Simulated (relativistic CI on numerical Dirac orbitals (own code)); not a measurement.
Rb21+: sensitivity of the levels to the model

Base calculation: Dirac-Coulomb-Breit CI, separate exchange-only KLI orbitals for each configuration, QED by a radiative potential, unscaled Slater integrals.

Configuration list (outside the closed core [Ne]): 3s²3p⁴, 3s3p⁵, 3s²3p³3d, 3p⁶, 3s3p⁴3d, 3p⁵3d, 3s3p³3d², 3s²3p²3d4p, 3p⁵4s, 3s²3p³4s, 3p⁵4p, 3s3p³3d4s, 3s²3p³4p, 3s²3p²3d², 3s²3p3d³, 3s3p²3d³, 3s²3p3d²4s, 3s²3p3d²4p, 3p⁴3d², 3p³3d³, 3p³3d²4s, 3p³3d²4p. Double excitations out of closed p, d and f shells are left out; levels of such configurations are missing from the list, as are those of other unlisted configurations, and high levels can miss mixing partners.

The lowest level and the first level of each name with at least 55 % of one term (blank where a level has no safe partner in the second run):

| Level | Base (cm⁻¹) | Shift (cm⁻¹) |
| --- | --- | --- |
| 3s²3p⁴ ³P2 | 0 | 0 |
| 3s²3p⁴ ³P0 | 51328 | +4346 |
| 3s²3p⁴ ³P1 | 90436 | +726 |
| 3s²3p⁴ ¹D2 | 129727 | +2740 |
| 3s²3p⁴ ¹S0 | 251844 | +11534 |
| 3s3p⁵ ³P°2 | 580473 | +75432 |
| 3s3p⁵ ³P°1 | 624954 | +86439 |
| 3s3p⁵ ³P°0 | 674607 | +85505 |
| 3s²3p³3d ⁵D°3 | 734604 | -13937 |
| 3s²3p³3d ⁵D°0 | 738816 | -19320 |
| 3s²3p³3d ⁵D°1 | 741517 | -19275 |
| 3s²3p³3d ⁵D°4 | 749857 | -14700 |
| 3s²3p³3d ³D°1 | 816851 | -9702 |
| 3s²3p³3d ¹S°0 | 824877 | -3350 |

At this charge energies of transitions that change n are usually good to better than 1 %, and those within a shell (Δn = 0) to a few per cent.

One thing was changed in a second run, which moved the levels as shown. Which?
A. QED terms removed
B. configuration mixing switched off
C. Breit term removed
D. valence Slater integrals scaled by 0.9

B. Configuration mixing switched off. Without mixing, levels that were pushed by configurations of the same parity and J return to their single-configuration places.

LS names give the leading component of a level, which can be under half, so a name can repeat, a term be missing and a line seem to break the LS rules.
